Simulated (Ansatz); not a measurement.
The first iterations of a band of CH$_{7}$NSSi (11 atoms, charge 0, multiplicity 1).

Method: Ansatz 0.2.0, UKS LDA/6-31G*.

- movable images: 7
- climbing image: yes
- spring: 5.0 eV/Å²
- optimiser: quadratic models (default)
- start path: through a guess of the saddle point
- force threshold: 0.03 eV/Å
- iteration limit: 60
- end points: relaxed

Initial state:

```xyz
11
Properties=species:S:1:pos:R:3
Si 0.568 -0.213 -0.136
S 0.216 -1.590 -1.740
N 0.359 1.382 -0.750
H 0.908 1.698 -1.552
H 1.957 -0.617 0.290
C -0.611 -0.406 1.290
H -0.988 -1.044 -2.078
H 0.167 2.146 -0.097
H -0.557 -1.434 1.691
H -0.370 0.293 2.113
H -1.650 -0.215 0.967
```

Final state:

```xyz
11
Properties=species:S:1:pos:R:3
Si 0.786 0.418 0.519
S 0.012 -0.943 -2.204
N 0.473 1.658 -0.477
H -0.029 0.409 -1.803
H 2.131 0.014 1.078
C -0.613 -0.522 1.271
H -1.293 -1.151 -1.870
H 1.245 2.250 -0.807
H -0.483 -1.609 1.124
H -0.665 -0.324 2.359
H -1.564 -0.200 0.811
```

| iteration | highest image above the first end (eV) | largest band force component (eV/Å) |
| --- | --- | --- |
| 1 | 2.929 | 5.209 |
| 2 | 2.767 | 2.423 |
| 3 | 2.767 | 2.770 |
| 4 | 2.767 | 1.441 |
| 5 | 2.767 | 0.810 |
| 6 | 2.767 | 1.282 |
| 7 | 2.767 | 0.669 |
| 8 | 2.767 | 0.731 |
| 9 | 2.767 | 1.359 |
| 10 | 2.767 | 0.382 |

Question: Does the band converge within its limit, and where does its top end?

Answer: The run converged. It ended after 32 iterations with the highest image 2.767 eV above the first end. The highest image is an end point: on this band no image between the ends rises above it. Between wells the path still climbs a hump at image 2, 0.09 eV above the well before it. The orbitals stay closed-shell, which can raise the energy where a bond breaks towards radicals; this wasn't checked here.

Time of the run: 5.6 min on 2 threads of Arm Neoverse V1 (shared host), peak memory 0.14 GiB.
